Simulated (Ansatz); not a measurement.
Computed with Ansatz on PBE0-D4/def2-TZVP structures; ΔE is electronic, products minus reactants. CCSD(T)/CBS adds triple-zeta CCSD(T) − MP2 to the extrapolated MP2 energy (def2 sets, frozen cores). This one scheme is used for every species. DFT in def2-TZVPP. One conformer a species, not always the lowest.

Reaction (formal exchange of groups at the Al–Si bond): `[CH3][AlH][SiH2][AlH2]` + `CF` → `F[CH2][AlH2]` + `[CH3][AlH][SiH3]`

Q: Is it downhill or uphill in electronic energy at CCSD(T)/CBS, and by how much? (Best estimate.)

A: The calculation gave: Uphill: ΔE = +11.4 kcal/mol.

Q: What do these levels give: PBE0-D4, ωB97X-V, B2PLYP, MP2/def2-TZVPP, HF/CBS(def2), MP2/CBS(def2)? (Estimate.)

A: The calculation gave: PBE0-D4 13.5, ωB97X-V 10.2, B2PLYP 10.2, MP2/def2-TZVPP 11.1, HF/CBS(def2) 9.2, MP2/CBS(def2) 10.7 kcal/mol.

Largest T1 diagnostic among the species: 0.013.

In def2-TZVPP, CCSD(T) changes the Hartree–Fock value by +2.4 kcal/mol (the triples alone add +0.5 kcal/mol) and MP2 by +1.7 kcal/mol.
